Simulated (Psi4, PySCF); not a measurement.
CH5Cl2NOSi, singlet, at a GFN2-xTB geometry, atoms displaced at random by about 0.03 Å a coordinate. Base run: TPSS/STO-3G, gradient in PySCF.

The PySCF input:
```python
from pyscf import gto, scf, dft

mol = gto.Mole()
mol.atom = '''
    C    -2.210233    1.480486   -0.370036
    N    -0.742742    1.384806   -0.150774
    Si    0.143320   -0.083828   -0.209819
    O     0.243612   -0.649013   -1.701827
    Cl    2.037713    0.394196    0.444821
    Cl   -0.754720   -1.408427    0.929055
    H    -2.414994    1.586402   -1.410304
    H    -2.633208    0.496588   -0.102191
    H    -2.623514    2.311015    0.200440
    H    -0.325123    2.266060   -0.345317
    H     0.681760   -1.494073   -1.939294
'''
mol.basis = 'sto-3g'
mol.charge = 0
mol.spin = 0
mol.verbose = 3
mol.build()

mf = dft.RKS(mol)
mf.xc = 'tpss'
mf.kernel()
g = mf.nuc_grad_method()
grad = g.kernel()
```

Programs used: Psi4, PySCF; a row that names a program was run with it.

The coordinate followed is z of atom 7.

Each row names what was changed in the base input (with any setting that the change needs).

| change | dE/dx (Eh/bohr) | net force (Eh/bohr) |
|---|---|---|
| base | 0.039272 | 0.000068 |
| grids.level = 0; grid_response = on | 0.041860 | 0.000000 |
| finite difference step (bohr) = 0.01; conv_tol = 1e-11 | 0.039289 | - |
| conv_tol = 1e-4 | 0.039267 | 0.000068 |
| finite difference step (bohr) = 1e-5; conv_tol = 1e-11 | 0.039269 | - |
| finite difference step (bohr) = 0.2; conv_tol = 1e-11 | 0.047737 | - |
| grids.level = 5; grid_response = off | 0.039272 | 0.000034 |
| grids.level = 1; grid_response = on | 0.039226 | 0.000000 |
| grids.level = 1; grid_response = off | 0.039261 | 0.000692 |
| grid_response = on | 0.039268 | 0.000000 |
| finite difference step (bohr) = 1e-4; conv_tol = 1e-11 | 0.039268 | - |
| code = psi4 | 0.039279 | 0.000287 |

The net force is zero for an exact gradient.
